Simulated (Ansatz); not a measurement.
`[GeH3][SiH]1CS1` + HI → `I[SiH]1CS1` + GeH₄  (cleavage of the Si–Ge bond)

Isolated molecules relaxed with PBE0-D4/def2-TZVP in Ansatz; ΔE leaves out vibrations. CBS: MP2 limit from def2 TZ/QZ plus the TZ coupled-cluster correction, frozen cores. Functionals use def2-TZVPP. Elements past krypton have def2 core potentials. For Ge, I outer-core shells are correlated without core-valence functions, which leaves a few kJ/mol of doubt a bond. Scalar relativity is left out up to krypton.

```json
{"level": "B2PLYP", "ΔE (kcal/mol)": "-15.7"}
{"level": "MP2/def2-TZVPP", "ΔE (kcal/mol)": "-16.9"}
{"level": "HF/CBS(def2)", "ΔE (kcal/mol)": "-17.8"}
{"level": "MP2/CBS(def2)", "ΔE (kcal/mol)": "-18.5"}
```

(1) What does CCSD(T)/CBS give? (Estimate.)

Largest T1 diagnostic among the species: 0.013.

Results:

(1) Computed: -15.9 kcal/mol. The listed levels differ from it by 0.2, -1.0, -1.9, -2.6 kcal/mol.

From PBE to PBE0 (25 % exact exchange), in def2-TZVPP and without D4, ΔE moves by −0.7 kcal/mol.
